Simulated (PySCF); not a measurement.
Ionising BiF

r²SCAN; basis Bi cc-pVDZ-PP with ECP60, F cc-pVDZ; scalar-relativistic core potentials; PySCF 2.14. Neutral (UKS): triplet (π ↑↑), Re = 2.055 Å, ωe = 565 cm⁻¹, De = 3.59 eV, HOMO -5.30 eV, LUMO -3.04 eV.

BiF⁺ (UKS): doublet (π ↑), Re = 1.994 Å, ωe = 646 cm⁻¹. The energies at the minima are -314.53148 hartree for BiF and -314.21824 for BiF⁺.

(1) Work out the adiabatic ionisation energy, without and with harmonic zero-point energies (1 hartree = 27.2114 eV, 1 eV = 8065.5 cm⁻¹), and the change of the bond length.

These are scalar-relativistic numbers at best; spin–orbit coupling would shift them, the dissociation energy most. States were picked by a PBE0 search and need not be the measured ground states.

Results:

(1) At r²SCAN: 0.31324 hartree = 8.524 eV between the minima; the zero-point term (646.0 − 565.0)/2 cm⁻¹ = +0.005 eV makes it 8.529 eV. Re changes by -6.1 pm against the neutral. The electron leaves a π orbital; in so polar a molecule the change of length follows mostly from the change of the ionic charges.
